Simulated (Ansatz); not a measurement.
Geometry optimisation, RKS revPBE/def2-SVP in Ansatz 0.2.0.

The input (input.yaml):

```yaml
crystal:
  periodic: [false, false, false]
  atoms:
    - { symbol: C, position_ang: [-0.42945, 1.16647, -0.45737] }
    - { symbol: B, position_ang: [-0.40952, -0.42408, -0.31841] }
    - { symbol: C, position_ang: [0.74433, -0.8461, 0.70092] }
    - { symbol: Na, position_ang: [-1.83689, -1.87798, -1.42541] }
    - { symbol: H, position_ang: [0.54631, 1.52541, -0.79599] }
    - { symbol: H, position_ang: [-0.59269, 1.6244, 0.52196] }
    - { symbol: H, position_ang: [-1.17445, 1.59217, -1.1331] }
    - { symbol: H, position_ang: [0.86725, -1.91462, 0.88525] }
    - { symbol: H, position_ang: [0.57543, -0.37407, 1.67242] }
    - { symbol: H, position_ang: [1.70968, -0.47161, 0.34972] }
basis:
  gaussian: { orbitals: def2-SVP }
hamiltonian:
  xc: revpbe
relax:
  f_tol: 0.02
  max_steps: 50
```

Run as:

```bash
$ ansatz run input.yaml --threads 2 --pin off --max-ram 3072MiB --backend cpu --events-out ev --progress --plain --runs-dir out
```

Task: Where does it end, and by what steps?

Result: The run converged. The force dipped under the threshold on the way, but the program's further checks kept it going. After 20 steps the energy has fallen by 0.231 eV; Na4 moved furthest, 0.60 Å.

```csv
step,energy less start (eV),largest force component (eV/Å),accepted
0,0.0000,0.975,yes
1,-0.1899,0.414,yes
2,-0.2021,0.131,yes
3,-0.2033,0.072,yes
4,-0.2035,0.008,yes
5,-0.2035,0.004,yes
6,-0.2036,0.019,yes
7,-0.1914,0.709,no
8,-0.2040,0.115,yes
9,-0.2065,0.286,yes
10,-0.2107,0.215,yes
11,-0.2217,0.083,yes
12,-0.2218,0.055,yes
13,-0.2267,0.048,yes
14,-0.2101,0.573,no
15,-0.2282,0.147,yes
16,-0.2298,0.069,yes
17,-0.2305,0.027,yes
18,-0.2307,0.022,yes
19,-0.2309,0.022,yes
20,-0.2310,0.016,yes
```

```xyz
10
Properties=species:S:1:pos:R:3
C -0.377 1.228 -0.547
B -0.318 -0.331 -0.248
C 0.863 -0.891 0.650
Na -2.248 -1.871 -0.985
H 0.603 1.762 -0.483
H -1.024 1.645 0.266
H -0.885 1.514 -1.490
H 1.107 -1.965 0.526
H 0.470 -0.798 1.695
H 1.807 -0.293 0.616
```

Whether the end is a true minimum wasn't checked by a vibrational analysis.

Run time: 36 s on 2 threads of Arm Neoverse V1, on a shared host, peak memory 0.13 GiB.
